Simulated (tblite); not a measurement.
Start geometry of `CCO[Si@@H]([O])NC` [radical] from a force field or distance geometry (Å):
```
atom  x, y, z in Å
C1    -2.6159    0.9343    0.1264
C2    -1.6749   -0.2479    0.0945
O3    -0.4919    0.1716    0.7311
Si4    0.6702   -1.0750    0.7601
O5     0.4475   -2.1198   -0.5787
N6     2.3334   -0.4393    0.7573
C7     2.4696    0.7382   -0.0811
H8    -3.5326    0.6247    0.6392
H9    -2.8146    1.2540   -0.9127
H10   -2.1173    1.8100    0.6236
H11   -2.1308   -1.1217    0.6524
H12   -1.4953   -0.5955   -0.9214
H13    0.4697   -1.8227    2.0361
H14    2.9626   -1.2275    0.4793
H15    3.2675    1.3743    0.3685
H16    2.7132    0.4240   -1.0971
H17    1.5325    1.3302   -0.0895
```

**Question.** What comes out of this run: tblite 0.8.0, GFN2-xTB geometry optimisation, gas phase?

**Answer.** 
```
atom  x, y, z in Å
C1    -2.4800    1.0104    0.1155
C2    -1.7856   -0.3440    0.1179
O3    -0.4253   -0.1763    0.3679
Si4    0.6568   -1.3923    0.5517
O5     0.4414   -2.8327    0.1068
N6     2.1324   -0.5628    0.0328
C7     2.3530    0.8362   -0.0342
H8    -3.5442    0.8798   -0.0599
H9    -2.0646    1.6416   -0.6665
H10   -2.3357    1.5059    1.0728
H11   -2.2248   -0.9923    0.8867
H12   -1.9202   -0.8495   -0.8456
H13    0.9686   -1.2266    2.0115
H14    2.9747   -1.1101    0.1203
H15    2.9140    1.2156    0.8286
H16    2.9424    1.0717   -0.9277
H17    1.3903    1.3373   -0.0907
```

The energy falls by 29.5 kcal/mol over 101 L-BFGS steps, the largest force on an atom goes from 4.59 to 0.009 eV/Å, and the atoms move by 0.577 Å rms after alignment. The bond that changes most is Si4–O5 (ends: silicon bonded to N, 2 O and H; oxygen bonded to Si), which shortens by 0.190 Å. Bonds longer at the end by more than 0.005 Å: 3 of 16; shorter: 12. Among the angles that change most is Si4–N6–C7, from 112.2° to 127.3°. Among the dihedrals that turn most is H13–Si4–N6–C7, from -155° to -80°. Rotational constants go from 3432, 1317, 1093 to 2841, 1475, 1019 MHz. The orientation of the end geometry is arbitrary; only internal coordinates are fixed.

Time: 0.61 s. Hardware: AMD EPYC 9R45, one thread, no GPU, shared host with 96 logical CPUs at a one-minute load of 58.

GFN2-xTB frequencies show an imaginary mode (32i cm⁻¹), so the point is no minimum at that level. 3 starts were optimised and ended at 0.00, 1.45 and 3.19 kcal/mol (GFN2-xTB); the lowest of these is shown.

One conformer stands for the species.

The numbers are calculated, not measured.
